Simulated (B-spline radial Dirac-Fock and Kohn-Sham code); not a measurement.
**Atomic SCF run for As³⁺**

ΔSCF core binding energies without Breit or QED terms, calculated with an atomic code on a B-spline grid. Keys: rel is the Hamiltonian (dirac, or spin-free x2c and nr, where L3 and M5 stand for the whole 2p and 3d shells), method is hf or an exchange,correlation pair (spin-unpolarised, also for the hole states), nuc the nuclear model, radius_factor scales its radius, rmax is the box in bohr, h the logarithmic mesh step, order the B-spline order, points the quadrature points per cell, c_factor scales the speed of light, and damp, ndamp, maxit and tol steer the iteration. The run stops when the commutator error falls below 10·tol·max(1, Z/10), or the numerical noise floor, and the energy has settled to about 1e-8 Ha; the virial ratio is −V/T.

Input (task.json):

```json
{"items": [{"Z": 33, "q": 3, "cfg": [[1, 0, 2], [2, 0, 2], [2, 1, 6], [3, 0, 2], [3, 1, 6], [3, 2, 10], [4, 0, 2]], "A": 75, "rrms": 4.0968, "do": "settings", "holes": ["K", "L3", "M5"],
  "settings": [{"rel": "dirac", "method": "hf", "nuc": "fermi", "radius_factor": 1.0, "rmax": 45.0, "h": 0.3, "order": 3, "points": 10, "c_factor": 1.0, "maxit": 99, "damp": 0.5, "ndamp": 3, "tol": 1e-08}]}]}
```

Command: `python xray2_run.py task.json out`

Ground-state iterations:

```
iter   energy (Ha)        error
   1    -2255.11520118  1.18e+00
   2    -2256.39034868  3.16e-01
   3    -2257.27416895  5.09e-02
   4    -2257.30110768  1.05e-02
   5    -2257.30168890  5.51e-03
   6    -2257.30198383  7.38e-04
   7    -2257.30198910  9.77e-05
   8    -2257.30198918  3.64e-06
   9    -2257.30198918  1.09e-06
  10    -2257.30198918  4.35e-08
```

The ground state converged in 10 iterations, with total energy -2257.30199 Ha, virial ratio 1.97748 and highest orbital energy -48.05 eV. ΔSCF binding energies: K (1s) 11937.8 eV, L3 (2p3/2) 1371.8 eV, M5 (3d5/2) 85.66 eV.

Q: One setting is unsound. Which, and why?

A: order is too low for an accurate radial basis. With the default settings (Dirac Hartree-Fock): The ground state converged in 10 iterations, with total energy -2257.49288 Ha, virial ratio 1.97749 and highest orbital energy -48.10 eV. ΔSCF binding energies: K (1s) 11938.1 eV, L3 (2p3/2) 1371.7 eV, M5 (3d5/2) 85.56 eV.
